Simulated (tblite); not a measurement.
C4H10F2Si2.
Numbering: `[F:1][CH:2]([F:3])[C@@H:4]1[CH2:5][C@@H:6]1[SiH2:7][SiH3:8]` (hydrogens: H9 on C2; H10 on C4; H11, H12 on C5; H13 on C6; H14, H15 on Si7; H16, H17, H18 on Si8)

Structure optimised with GFN2-xTB, isolated species.

Q: Give the optimised bond lengths and angles.

A: 
```tsv
bond	length (Å)	order
F1–C2	1.358	single
C2–F3	1.364	single
C2–C4	1.499	single
C4–C5	1.497	single
C5–C6	1.499	single
C6–Si7	1.896	single
Si7–Si8	2.312	single
C4–C6	1.505	single
C2–H9	1.099	single
C4–H10	1.084	single
C5–H11	1.080	single
C5–H12	1.080	single
C6–H13	1.085	single
Si7–H14	1.471	single
Si7–H15	1.473	single
Si8–H16, Si8–H17, Si8–H18	1.465	single
```

Bonds in one row agree within 0.01 Å and their mean is given. Orders are formal, as drawn. A selection of angles:
```tsv
angle	degrees
F1–C2–F3	105.4
F1–C2–C4	110.8
F1–C2–H9	107.6
F3–C2–C4	111.5
F3–C2–H9	107.2
C4–C2–H9	113.8
C2–C4–C5	119.3
C2–C4–C6	120.2
C2–C4–H10	111.8
C5–C4–C6	59.9
C5–C4–H10	118.6
C6–C4–H10	118.1
C4–C5–C6	60.3
C4–C5–H11	117.5
C4–C5–H12	118.2
C6–C5–H11	118.2
C6–C5–H12	119.3
H11–C5–H12	113.5
C5–C6–Si7	123.0
C5–C6–H13	114.5
Si7–C6–H13	113.2
C4–C6–C5	59.8
C4–C6–Si7	123.1
C4–C6–H13	113.2
C6–Si7–Si8	109.9
C6–Si7–H14	107.7
C6–Si7–H15	103.8
Si8–Si7–H14	115.7
Si8–Si7–H15	114.4
H14–Si7–H15	104.4
Si7–Si8–H16	114.3
Si7–Si8–H17	110.6
Si7–Si8–H18	110.4
H16–Si8–H17	107.7
H17–Si8–H18	106.2
```

Torsions: F1–C2–C4–C5 -106° (anticlinal); C2–C4–C5–C6 -110° (anticlinal); C4–C5–C6–Si7 112° (anticlinal); C5–C6–Si7–Si8 -160° (antiperiplanar); C2–C4–C6–C5 108° (anticlinal).

Si7 (SiH2 silicon) is distorted tetrahedral (angles from 103.8° to 115.7°). Of the pairs four or more bonds apart, F3···Si7 is among the closest relative to their van der Waals radii: 3.32 Å, 93 % of the sum of Bondi's values. The 3-membered ring C4–C5–C6 has internal angles of 59.8° to 60.3°. Si8 (SiH3 silicon) is distorted tetrahedral (angles from 106.2° to 114.3°).

Point group: C1 (no symmetry element, even within 0.4 Å). Its lowest GFN2-xTB frequency is 19i cm⁻¹, too small to tell a flat minimum from a shallow saddle. The numbers are those of one conformer. 3 starts were optimised and ended at 0.00, 0.42 and 1.75 kcal/mol (GFN2-xTB); the lowest of these is shown.

On an AMD EPYC 9R45 with one thread, shared host, this took 0.4 s. This is the geometry optimisation.

All values are computed, not measured.
